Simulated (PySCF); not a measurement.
# Spinor energies of Pb⁷⁷⁺ (lead, charge +77)

Start: [He] 2s2 2p1; 2p3/2 filled at m_j = +3/2. Calculated with PySCF 2.14 in an uncontracted even-tempered set (16 s from 69 bohr⁻², ratio 2.4; 13 p from 90 bohr⁻², ratio 2.4; 5 d from 290 bohr⁻², ratio 2.6; 4 f from 430 bohr⁻², ratio 2.6): generalised Hartree-Fock with the X2C-1e Hamiltonian and a Gaussian nucleus; one run each with spin-orbit coupling (SO) screened by Boettger's factors, then bare. This is a chosen level, not necessarily the ground level.

| spinor shell | electrons | ε, screened SO (eV) | ε, bare SO (eV) | weight of nominal j (bare SO) | rms radius, bare SO (bohr) |
| --- | --- | --- | --- | --- | --- |
| 1s1/2 | 2 | -98172.7 | -98173.2 | 1.000 | 0.0180 |
| 2s1/2 | 2 | -24233.8 | -24234.0 | 1.000 | 0.0703 |
| 2p3/2 | 1 | -21600.1 | -21585.1 | 1.000 | 0.0663 |

```json
{"quantity": "E (hartree)", "screened SO": "-10012.20544", "bare SO": "-10011.65470"}
{"quantity": "M_J", "screened SO": "3/2", "bare SO": "3/2"}
{"quantity": "⟨J²⟩", "screened SO": "3.750", "bare SO": "3.750"}
{"quantity": "⟨L²⟩", "screened SO": "2.000", "bare SO": "2.000"}
{"quantity": "⟨S²⟩", "screened SO": "0.750", "bare SO": "0.750"}
```

Each row is a mean over spinors that exchange with the open shell spreads, by up to 74.892 eV (2s1/2).

Breit and QED terms are absent; they matter most for the inner s and p1/2 levels.

Densities and radii are taken from the X2C orbitals without a picture-change correction, which distorts them close to the nucleus.
